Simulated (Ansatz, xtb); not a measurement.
## B2FH3Se: which of two isomers lies lower

Structure a is `FBB[SeH]`, a singlet and structure b is `B[Se]BF`, a singlet. Both are isolated molecules in the gas phase, relaxed with PBE0-D3(BJ)/def2-SVP; the shapes shown needn't be the lowest conformers.

a (Å):

```xyz
7

B    -1.8044    0.9175   -1.2019
B    -0.1867    1.0843   -1.6635
F     0.2555    0.6444   -2.8351
Se   -2.4574   -0.6140   -0.2794
H    -2.6596    1.7554   -1.3654
H     0.6519    1.5921   -0.9409
H    -1.2136   -1.4061   -0.2368
```

b (Å):

```json
{"atom": "B", "x (Å)": "0.5266", "y (Å)": "-0.0514", "z (Å)": "-1.5446"}
{"atom": "B", "x (Å)": "0.0400", "y (Å)": "0.9657", "z (Å)": "1.2282"}
{"atom": "F", "x (Å)": "0.9013", "y (Å)": "1.1914", "z (Å)": "-1.7489"}
{"atom": "Se", "x (Å)": "-0.1036", "y (Å)": "-0.6610", "z (Å)": "0.2099"}
{"atom": "H", "x (Å)": "-0.2877", "y (Å)": "0.9024", "z (Å)": "2.3846"}
{"atom": "H", "x (Å)": "0.5698", "y (Å)": "-0.8404", "z (Å)": "-2.4567"}
{"atom": "H", "x (Å)": "0.4381", "y (Å)": "1.9763", "z (Å)": "0.7140"}
```

Quicker runs give these differences E(b) − E(a): GFN2-xTB −24.2 kcal/mol; HF/STO-3G −25.9 kcal/mol (at GFN2-xTB geometries); r2SCAN-D4/def2-SVP −15.3 kcal/mol (at GFN2-xTB geometries).

Problem. Estimate E(b) − E(a) at the level CCSD(T)/def2-TZVP.

Solution. Calculated at CCSD(T)/def2-TZVP: E(b) − E(a) = −17.3 kcal/mol, so structure b lies lower.

How the difference moves with the method:

| level | geometry | E(b) − E(a) (kcal/mol) | departure from the last row (kcal/mol) | job, with rough time for the two |
| --- | --- | --- | --- | --- |
| GFN2-xTB | GFN2-xTB | −24.2 | −7.0 | optimisation, 0.45 s |
| HF/STO-3G | GFN2-xTB | −25.9 | −8.6 | single point, 0.33 s |
| r2SCAN-D4/def2-SVP | GFN2-xTB | −15.3 | +2.0 | single point, 2.9 s |
| PBE0-D3(BJ)/def2-SVP | PBE0-D3(BJ)/def2-SVP | −15.3 | +2.0 | optimisation, 32 s |
| HF/def2-TZVP | PBE0-D3(BJ)/def2-SVP | −16.8 | +0.4 | part of the CCSD(T) run |
| MP2/def2-TZVP | PBE0-D3(BJ)/def2-SVP | −19.3 | −2.0 | part of the CCSD(T) run |
| CCSD(T)/def2-TZVP | PBE0-D3(BJ)/def2-SVP | −17.3 |  | single point, 93 s |

As drawn, b has 1 B–Se, 1 B–H in place of 1 B–B, 1 Se–H.

None of the levels shown reverses the order. The largest departure from CCSD(T)/def2-TZVP is that of HF/STO-3G, 8.6 kcal/mol.

With harmonic frequencies from PBE0-D3(BJ)/def2-SVP (ideal gas, rigid rotor, one conformer each, 298.15 K, 1 atm): on the last row, ΔE + ΔZPE = −16.5, ΔH = −16.6, ΔG = −16.0 kcal/mol.

The correlated steps freeze 12 core orbitals; the filled d shell of Se is correlated, in a basis made for valence electrons. Mirror images aren't counted in ΔG. Codes used: Ansatz 0.2.0, xtb 6.7.1; the last row on 2 threads of Arm Neoverse V1 on a shared host.
